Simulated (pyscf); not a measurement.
Single points on ωB97X-D3(BJ)/def2-SVP structures (PySCF, gas phase). Singlets are restricted, triplets unrestricted.

Singlet (Å):
```xyz
11

C      0.1982     1.6579     0.5631
C      0.0238     0.4245    -0.1739
C     -1.1787    -0.4739     0.1239
C     -2.5012     0.2597     0.2344
O     -3.5433    -0.2007    -0.1587
H      1.2198     2.0240     0.3093
H      0.9117    -0.1535    -0.4965
H     -0.2032     1.1078    -1.0605
H     -1.2927    -1.2711    -0.6263
H     -1.0032    -0.9692     1.0960
H     -2.4506     1.2649     0.7183
```

Triplet (Å):
```xyz
11

C     -1.8154    -0.7342    -1.8458
C     -1.1325     0.5495    -1.6078
C      0.3944     0.4294    -1.4937
C      1.0787     1.7536    -1.2505
O      0.5049     2.8072    -1.1472
H     -1.8561    -1.4258    -2.6937
H     -1.5195     1.0152    -0.6844
H     -1.3751     1.2715    -2.4128
H      0.6818    -0.2530    -0.6736
H      0.8353    -0.0120    -2.4062
H      2.1957     1.7009    -1.1663
```

Question: For these two minima of :HC–CH₂–CH₂–CH=O, which spin state lies lower at ωB97X-D3(BJ)/def2-TZVP, and by how much (electronic energies)?

Answer: The triplet, by 2.6 kcal/mol. Zero-point energy shifts E(triplet) − E(singlet) by +0.5 kcal/mol. The 7 functionals that were run give -13.3 (r²SCAN) to -1.6 kcal/mol (ωB97M-D3(BJ)). :HC–CH₂–CH₂–CH=O [triplet] lies 81.8 kcal/mol over its isomer H₃C–CH=CH–CH=O, and others may lie lower still (electronic energy, ωB97M-D3(BJ)). 

E(triplet) − E(singlet) by level (kcal/mol):

```tsv
level	gap
ωB97X-D3(BJ)/def2-TZVP	-2.6
PBE/def2-TZVP	-6.6
r²SCAN/def2-TZVP	-13.3
B3LYP-D3(BJ)/def2-TZVP	-5.0
PBE0-D3(BJ)/def2-TZVP	-9.4
M06-2X/def2-TZVP	-6.9
ωB97M-D3(BJ)/def2-TZVP	-1.6
HF/def2-TZVP	-25.2
```

The triplet is the lowest one reached from the SCF start used. A restricted singlet here is unstable towards spin polarisation, as is usual where a triplet lies low; its energy is less safe.
